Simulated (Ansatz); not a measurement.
C₇H₁₈GeO₂, SMILES `C[O][Ge]([CH3])([CH3])[O]C(C)(C)C` from Hartree–Fock to CCSD(T)

Z-matrix (Å, degrees):
```
C
O 1 1.403
H 1 1.093 2 108.4
H 1 1.099 2 112.4 3 -118.8
H 1 1.099 2 112.5 3 119.0
Ge 2 1.792 1 119.1 3 -178.9
C 6 1.938 2 110.3 1 -72.1
C 6 1.948 2 108.9 1 53.9
O 6 1.767 2 106.0 1 175.1
H 7 1.091 6 109.9 2 -174.0
H 7 1.091 6 111.0 2 65.7
H 7 1.090 6 109.3 2 -54.7
H 8 1.090 6 110.7 2 45.4
H 8 1.091 6 109.3 2 165.3
H 8 1.092 6 110.6 2 -75.4
C 9 1.426 6 127.8 2 -39.9
C 16 1.523 9 111.4 6 -40.2
C 16 1.521 9 105.4 6 -159.6
C 16 1.523 9 109.0 6 81.8
H 17 1.093 16 110.8 9 64.3
H 17 1.092 16 110.4 9 -176.4
H 17 1.093 16 110.6 9 -56.8
H 18 1.092 16 110.3 9 62.0
H 18 1.093 16 110.9 9 -177.6
H 18 1.092 16 110.0 9 -57.4
H 19 1.093 16 110.8 9 176.5
H 19 1.091 16 110.3 9 -63.0
H 19 1.092 16 109.9 9 56.7
```

The species carries charge 0 and has multiplicity 1. Correlated methods include outer-core shells of Ge, which these sets cover unevenly. Scalar relativity is left out up to krypton. All single points use the PBE0-D4/def2-TZVP geometry. It is one conformer, not always the lowest. Frozen core, restricted reference, Ansatz 0.2.0.

```csv
basis,HF (Eh),MP2 corr.
def2-SVP,-2500.12699,-1.61395
def2-TZVPP,-2500.88122,-1.97214
def2-QZVPP,-2500.94291,-2.34990
```

Problem. Estimate the CCSD correlation energy and the (T) correction in each basis where they were run (hartree).

Solution. 
```json
{"basis": "def2-SVP", "CCSD corr.": "-1.71462", "(T)": "-0.05022"}
{"basis": "def2-TZVPP", "CCSD corr.": "-2.05176", "(T)": "-0.08095"}
```
